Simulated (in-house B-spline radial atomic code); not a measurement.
Results of a calculation; reference values are marked as such.
**As in an electron gas of r_s = 1.8: phase shifts, screening and friction**

A nucleus sits in a uniform electron gas with a rigid positive background. The Kohn-Sham equations are solved self-consistently in the spin-unpolarised LDA (PW92), non-relativistic, on B-splines with outgoing waves at the boundary and partial waves to l = 8. The model has no lattice, no bands and no magnetic solution. Atomic units; δ_l are the phase shifts at the Fermi level, counted so that each bound state adds π, and good to about 0.0005.

The density parameter is r_s = 1.8 bohr.

```csv
l,δ_l (rad)
0,10.1557
1,7.5663
2,3.5988
3,0.1050
4,0.0207
5,0.0047
6,0.0012
7,0.0004
8,0.0002
```

Bound levels below the band bottom (hartree): p -46.97, s -6.221, p -4.343, d -1.038, s -0.153 and deeper ones.

(1) Check the Friedel sum rule, and say where the screening charge sits.

(2) Find the transport cross section and the electronic stopping of a 10 keV As ion (mass 74.92 u).

Answers

(1) k_F = (9π/4)^(1/3)/r_s = 1.06620. The rule is Z = (2/π) Σ (2l + 1) δ_l. The terms are s 6.465, p 14.451, d 11.455, f 0.468 and 0.167 beyond, in all 33.007 against Z = 33. Bound states hold 8 s, 12 p, 10 d electrons, so the scattering states carry 3.01 in all; where a term is smaller than its bound count, the bound level has drawn weight out of the band.

(2) σ_tr = (4π/k_F²) Σ (l + 1) sin²(δ_l − δ_(l+1)). The terms for l = 0 to 3 are 0.2752, 1.0809, 0.3570, 0.0284, all together 1.7428, so σ_tr = 11.054 × 1.7428 = 19.266 bohr². With n = 3/(4π r_s³) = 0.04093, the friction coefficient is Q = n k_F σ_tr = 0.8408. For v well below v_F = 1.066, dE/dx = Q v; with 24801 eV per u at v = 1, v = √(10000/(24801 × 74.92)) = 0.0734, so dE/dx = 0.06169 hartree/bohr = 31.7 eV/nm. The largest term couples the p and d waves.
